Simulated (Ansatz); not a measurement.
`[SH][SnH]([Cl])[Cl]` + `C[Si]Cl` → `[SH][Sn]([Cl])([Cl])[Cl]` + `C[SiH]` at 700 K and 1 bar (redistribution).

Calculated with Ansatz (gas phase, PBE0-D4/def2-TZVP geometries, no zero-point term in ΔE). CCSD(T)/CBS adds triple-zeta CCSD(T) − MP2 to the extrapolated MP2 energy (def2 sets, frozen cores). This one scheme is used for every species. Elements past krypton have def2 core potentials. For Sn outer-core shells are correlated without core-valence functions, which leaves a few kJ/mol of doubt a bond. Each species was taken in one conformer, which may not be the lowest.

```
                   species  CCSD(T)/CBS energy (Eh)  H − E (kJ/mol)  S (J/(mol·K))
     `[SH][SnH]([Cl])[Cl]`              -1532.67433           113.2          469.6
                 `C[Si]Cl`               -788.72093           144.7          366.5
`[SH][Sn]([Cl])([Cl])[Cl]`              -1991.90544           106.0          509.4
                  `C[SiH]`               -329.46712           152.0          322.2
```

H − E and S are ideal-gas, rigid-rotor, harmonic terms from PBE0-D4/def2-TZVP, for one conformer and one mirror image of each species. 1 Eh = 2625.50 kJ/mol, R = 8.31446 J/(mol·K).

Problem. By hand: ΔE, ΔH, ΔS and ΔG.

Solution. ΔE = (-1991.90544) + (-329.46712) − (-1532.67433) − (-788.72093) = 0.02270 Eh = 59.6 kJ/mol. Δ(H − E) = 106.0 + 152.0 − 113.2 − 144.7 = 0.1, so ΔH = 59.7 kJ/mol. ΔS = 509.4 + 322.2 − 469.6 − 366.5 = -4.5 J/(mol·K). ΔG = 59.7 − 700 × (-4.5)/1000 = 62.9 kJ/mol.

Problem. By hand: the equilibrium constant, and the temperature at which ΔG would vanish if ΔH and ΔS stayed fixed.

Solution. log₁₀ K = −ΔG/(RT ln 10) = -4.7. ΔH and −TΔS have one sign here, so there is no such temperature.

The number of gas molecules stays the same, so ΔS is small and ΔH decides. A doubt of 5 kJ/mol in ΔE shifts log₁₀ K by 0.4 here. Other conformers and mirror images would add mixing entropy, several J/(mol·K) or more a flexible species. Modes under 60 cm⁻¹, often nearly free rotors, make the harmonic entropy too high. These are equilibria of isolated gas molecules and say nothing of rates. Largest T1 diagnostic: 0.012 (customary marks: 0.02 for closed shells, 0.045 for open ones).

ΔS is within the doubt of such terms, so its sign, and with it that verdict, could turn.
